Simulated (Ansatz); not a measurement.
`ClC[BH][GeH3]` and `O[B]([GeH3])CCl` differ in one atom or group.

Ansatz, PBE0-D4/def2-TZVP geometries, multiplicity 1. Each molecule was computed in one conformer, which needn't be the lowest. `ClC[BH][GeH3]` holds a close contact that its SMILES doesn't draw: B···Cl 2.16 Å.

Scalar relativity is left out up to krypton.

| property | `ClC[BH][GeH3]` |
| --- | --- |
| HOMO–LUMO gap (ωB97M-V/def2-TZVPP) / eV | 11.05 |
| size of the dipole moment (ωB97M-V/def2-TZVPP) / D | 2.13 |
| size of the dipole moment (B3LYP/def2-TZVPP) / D | 2.15 |
| HOMO energy (PBE0/def2-TZVPP) / eV | -7.94 |
| HOMO energy (B3LYP/def2-TZVPP) / eV | -7.75 |
| HOMO–LUMO gap (B3LYP/def2-TZVPP) / eV | 6.58 |

**Question.** What does the change do to each property? (An estimate is asked.)

**Answer.** Computed: 
```tsv
property	`O[B]([GeH3])CCl`	shift
HOMO–LUMO gap (ωB97M-V/def2-TZVPP) / eV	10.93	-0.12
size of the dipole moment (ωB97M-V/def2-TZVPP) / D	1.90	-0.23
size of the dipole moment (B3LYP/def2-TZVPP) / D	1.86	-0.29
HOMO energy (PBE0/def2-TZVPP) / eV	-7.86	0.08
HOMO energy (B3LYP/def2-TZVPP) / eV	-7.67	0.08
HOMO–LUMO gap (B3LYP/def2-TZVPP) / eV	6.35	-0.23
```

With PBE0 the HOMO rises by 0.08 eV and the LUMO falls by 0.18 eV, so the gap narrows by about 0.26 eV. PBE moves the HOMO by 0.14 eV and ωB97M-V by 0.05 eV. Dipoles are sizes alone; their direction can turn.

Positive LUMOs are unbound, so they and the gaps depend on the basis.

B3LYP here is the variant with VWN-RPA as its local correlation; programs differ in this.
